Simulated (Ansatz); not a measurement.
HO3S, SMILES O=[S](=O)O, multiplicity 2.

The structure is a stationary point at B3LYP-D3(BJ)/def2-SVP. The isomer is the one that the SMILES or the coordinates give; other isomers of the formula were not compared. One conformer was computed; it need not be the lowest.

Two levels are set side by side: PBE/def2-SVPD (Ansatz, a first-principles code) and CAM-B3LYP/def2-SVPD (Ansatz). Energy differences of separate SCF runs at the same geometry; the states with an electron removed or added have multiplicity 1 and 1. Differences are taken from unrounded values.

| quantity | CAM-B3LYP |
|---|---|
| vertical ionisation energy (eV) | 11.50 |
| vertical electron affinity (eV) | 2.86 |

Task: What does PBE give, and how far is it from CAM-B3LYP? (Estimate from the structure and the level; the computed values follow.)

Result: 
```json
[
 {"quantity": "vertical ionisation energy (eV)", "PBE": "10.84", "PBE minus CAM-B3LYP": "-0.66"},
 {"quantity": "vertical electron affinity (eV)", "PBE": "2.48", "PBE minus CAM-B3LYP": "-0.38"}
]
```
